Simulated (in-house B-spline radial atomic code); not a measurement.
Settings and results of a run for As7+. Method: scalar-relativistic (X2C) CAM-B3LYP, spin-polarised, spherical fractional occupations, Fermi nucleus of rms radius 4.0968 fm. Calculated with a radial B-spline atomic code at the basis-set limit.

Command:
```bash
python run_scf.py task.json out
```
Settings (nuclear radius in fm, mass in u):
```
Z                33
configuration    [Ar] 3d8
hamiltonian      x2c
method           camb3lyp
spin_polarised   True
nucleus          fermi
rms_radius       4.0968
atomic_mass      74.92159
speed_of_light   137.035999084
```

Output (hartree, bohr):
```
 radial grid: 64 intervals, B-splines of order 8, outer radius 8.961 bohr

 iter        energy (Eh)    residual
    1       -2217.615118    1.23e+00
    2       -2234.887842    8.61e-01
    3       -2243.756673    2.20e-01
    4       -2244.377958    4.37e-02
    5       -2244.392815    2.78e-02
    6       -2244.403676    1.05e-03
    7       -2244.403686    4.43e-05
    8       -2244.403686    3.14e-06
    9       -2244.403686    3.96e-07
   10       -2244.403686    4.17e-09

 total energy                     -2244.40369
 kinetic                            2295.4096
 electron-nucleus                  -5289.9728
 Hartree                             830.2988
 exact exchange                      -16.9434
 exchange-correlation                -63.1959

 orbital      occ     eigenvalue          <r>       <r^2>       <1/r>       r_max
 1s up      1.000      -437.1190    0.0450984  0.00274973     34.1756     0.02928
 1s down    1.000      -437.1185     0.045098  0.00274967     34.1758     0.02928
 2s up      1.000       -60.4095     0.202352   0.0483538     7.49024        0.17
 2s down    1.000       -60.3235     0.202173   0.0482628     7.49743      0.1699
 2p up      3.000       -53.5865      0.17708   0.0384178     7.23136      0.1362
 2p down    3.000       -53.5158     0.176866   0.0383143     7.23814      0.1361
 3s up      1.000       -12.1277     0.584735    0.392496     2.46265      0.5167
 3s down    1.000       -11.9816     0.586215    0.394558     2.45398      0.5173
 3p up      3.000        -9.9824     0.596233    0.414805     2.30809       0.514
 3p down    3.000        -9.8253     0.598473    0.418064     2.29755      0.5148
 3d up      5.000        -6.4466      0.60801    0.449558     2.05596      0.4597
 3d down    3.000        -6.1432     0.615828    0.462503     2.03626      0.4628
```

Time taken, with all properties: 0.82 s on 1 thread of Arm Neoverse V1 (shared host).

Caution: exact exchange at fractional occupations of open shells leaves self-interaction of up to several eV.

One-electron X2C: radii and densities carry no picture-change correction, so inner-shell <1/r> comes out high (for 1s by about 2 % at Z = 33, 5 % at 54, 10 % at 75, 30 % at 118) and <r> low.
